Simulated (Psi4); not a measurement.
Conformational energy of SMILES CS[SiH2][SiH2][SeH] (CH8SSeSi2), singlet. Scanned: dihedral C1–S2–Si3–Si4; all other coordinates were relaxed at GFN2-xTB. Points at φ and −φ are mirror images. Heavy atoms are numbered in the order of the SMILES CS[SiH2][SiH2][SeH], hydrogens after them in the order of the atoms that carry them; the mirror image has the same energies with the sign of each dihedral reversed.

Methods: PBE/def2-TZVP // GFN2-xTB (Psi4); PBE-D3(BJ)/def2-TZVP // GFN2-xTB (Psi4); PBE0/def2-TZVP // GFN2-xTB (Psi4); MP2/cc-pVTZ = Psi4 with DF-MP2 (frozen core)/cc-pVTZ // GFN2-xTB.

Energies relative to the lowest point of each profile, in kJ/mol; the last columns give the difference from MP2:

```
φ / °  PBE/def2-TZVP  PBE-D3(BJ)/def2-TZVP  PBE0/def2-TZVP  MP2/cc-pVTZ  PBE/def2-TZVP − MP2/cc-pVTZ  PBE-D3(BJ)/def2-TZVP − MP2/cc-pVTZ  PBE0/def2-TZVP − MP2/cc-pVTZ
-----  -------------  --------------------  --------------  -----------  ---------------------------  ----------------------------------  ----------------------------
-165             2.8                   3.6             2.0          2.1                          0.6                                 1.5                          -0.2
-150             4.1                   5.0             3.5          4.0                          0.1                                 1.0                          -0.5
-135             5.8                   6.7             5.4          6.2                         -0.4                                 0.5                          -0.8
-120             6.4                   7.3             6.2          7.2                         -0.8                                 0.2                          -1.0
-105             4.8                   5.7             4.9          5.8                         -1.0                                -0.1                          -0.9
-90              2.0                   2.6             2.1          2.7                         -0.7                                -0.1                          -0.6
-75              0.0                   0.1             0.0          0.2                         -0.2                                -0.1                          -0.2
-60              0.3                   0.0             0.2          0.0                          0.3                                 0.0                           0.2
-45              2.2                   1.6             2.0          1.3                          0.9                                 0.3                           0.6
-30              4.8                   3.9             4.4          3.5                          1.3                                 0.4                           0.9
-15              7.3                   6.4             6.9          5.9                          1.4                                 0.4                           1.0
0                8.5                   7.5             8.1          7.1                          1.4                                 0.4                           1.0
15               7.3                   6.4             6.9          5.9                          1.4                                 0.4                           1.0
30               4.8                   3.9             4.4          3.5                          1.3                                 0.4                           0.9
45               2.2                   1.6             2.0          1.3                          0.9                                 0.3                           0.6
60               0.3                   0.0             0.2          0.0                          0.3                                 0.0                           0.2
75               0.0                   0.1             0.0          0.2                         -0.2                                -0.1                          -0.2
90               2.0                   2.6             2.1          2.7                         -0.7                                -0.1                          -0.6
105              4.8                   5.7             4.9          5.8                         -1.0                                -0.1                          -0.9
120              6.4                   7.3             6.2          7.2                         -0.8                                 0.2                          -1.0
135              5.8                   6.7             5.4          6.2                         -0.4                                 0.5                          -0.8
150              4.1                   5.0             3.5          4.0                          0.1                                 1.0                          -0.5
165              2.8                   3.6             2.0          2.1                          0.6                                 1.5                          -0.2
180              2.3                   3.1             1.4          1.4                          0.8                                 1.7                           0.0
```

PBE/def2-TZVP is furthest from MP2/cc-pVTZ at 0 (1.4 kJ/mol, above); its mean absolute difference over the points is 0.7 kJ/mol.

PBE-D3(BJ)/def2-TZVP is furthest from MP2/cc-pVTZ at 180 (1.7 kJ/mol, above); its mean absolute difference over the points is 0.5 kJ/mol.

PBE0/def2-TZVP is furthest from MP2/cc-pVTZ at -15 (1.0 kJ/mol, above); its mean absolute difference over the points is 0.6 kJ/mol.
